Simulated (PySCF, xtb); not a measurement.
C2H9FSi3, SMILES F[Si@H]1C[SiH2]C[SiH2]1.

GFN2-xTB (xtb) at its own geometry gives an orbital gap of 4.21 eV and a dipole moment of 1.94 D.

Coordinates come from a B3LYP-D3(BJ)/def2-SVP optimisation. The structure was generated by enumeration; whether it is a known compound was not checked. Other conformers were not sampled.

Task: What does PBE0/def2-TZVP (PySCF) give? (The exact figures need the calculation; the answer reports its results.)

Result: gap 7.11 eV (levels -7.74 and -0.63 eV), dipole 2.22 D.
